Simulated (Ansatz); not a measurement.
Compare A (`C/C(O)=N\[SiH3]`) with its isomer B (`C[Si]1(N)CO1`).

Computed with Ansatz on PBE0-D4/def2-TZVP structures; ΔE is electronic, products minus reactants. CBS: MP2 limit from def2 TZ/QZ plus the TZ coupled-cluster correction, frozen cores. DFT in def2-TZVPP. B3LYP here is the variant with VWN-RPA as its local correlation; programs differ in this. Each species was taken in one conformer, which may not be the lowest.

Q: Which isomer does CCSD(T)/CBS put lower? Give the gap. (An estimate is asked.)

A: Computed: B, by 70.2 kJ/mol.

Q: Give E(B) − E(A) in kJ/mol with r2SCAN-D4, CCSD(T)/def2-TZVPP, B2PLYP, MP2/def2-TZVPP, B3LYP, CCSD/def2-TZVPP, PBE0-D4. (Best estimate.)

A: Computed: r2SCAN-D4 -65.2, CCSD(T)/def2-TZVPP -62.0, B2PLYP -58.6, MP2/def2-TZVPP -72.1, B3LYP -52.2, CCSD/def2-TZVPP -62.8, PBE0-D4 -63.3. None reverses the order clearly.

Largest T1 diagnostic: 0.013.

From PBE to PBE0 (25 % exact exchange), in def2-TZVPP and without D4, E(B) − E(A) moves by −4.9 kJ/mol. In def2-TZVPP, CCSD(T) changes the Hartree–Fock value by −30.5 kJ/mol (the triples alone add +0.8 kJ/mol) and MP2 by −40.6 kJ/mol.
